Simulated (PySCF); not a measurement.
Cartesian coordinates (Å):
```xyz
3

Zn     0.0000     0.0222    -0.0137
Br    -0.0003     1.9142    -1.2337
H      0.0002    -1.2625     0.8122
```
Charge 0, multiplicity 1.

### Question
Estimate the total energy, HOMO, charge on the central atom (meta-Löwdin), LUMO, dipole moment, HOMO–LUMO gap and charge on the central atom (Mulliken) that PBE-D3(BJ)/def2-TZVP // BP86-D3(BJ)/def2-SVP (PySCF 2.14.0) returns for this input.

### Answer

```yaml
total_energy: -4353.5431 Ha
HOMO: -7.11 eV
charge on the central atom (meta-Löwdin): 0.95 e
LUMO: -1.47 eV
dipole_moment: 1.48 D
HOMO–LUMO gap: 5.64 eV
charge on the central atom (Mulliken): 0.26 e
```
